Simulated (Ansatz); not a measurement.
Reaction (redistribution): `N[SiH2][SiH](O)F` + `O[SiH2]/C=C/[SiH3]` → `O[SiH2]/C=C\[SiH](O)F` + `N[SiH2][SiH3]`

Gas-phase electronic energies from Ansatz, PBE0-D4/def2-TZVP geometries. CCSD(T)/CBS is the MP2 limit (def2-TZVPP, def2-QZVPP) plus CCSD(T) − MP2 in def2-TZVPP, frozen cores. This one scheme is used for every species. Double bonds are as drawn, so ΔE can hold a change between cis and trans. Each species was taken in one conformer, which may not be the lowest.

```csv
species,CCSD(T)/CBS(def2) energy (Eh)
`N[SiH2][SiH](O)F`,-811.57771
`O[SiH2]/C=C/[SiH3]`,-734.27080
`O[SiH2]/C=C\[SiH](O)F`,-908.77723
`N[SiH2][SiH3]`,-637.08297
```

Work out ΔE.

ΔE = (-908.77723) + (-637.08297) − (-811.57771) − (-734.27080) = -0.01169 Eh = -30.7 kJ/mol.

Largest T1 diagnostic among the species: 0.012.

In def2-TZVPP, CCSD(T) changes the Hartree–Fock value by −7.3 kJ/mol (the triples alone add −0.9 kJ/mol) and MP2 by −5.5 kJ/mol. The D4 term adds −7.8 kJ/mol with B3LYP and −4.3 kJ/mol with PBE0; it sums over pairs of atoms, weighted by their polarisabilities, and B3LYP, whose exchange is more repulsive, gets the larger term.

B3LYP here is the variant with VWN-RPA as its local correlation; programs differ in this.
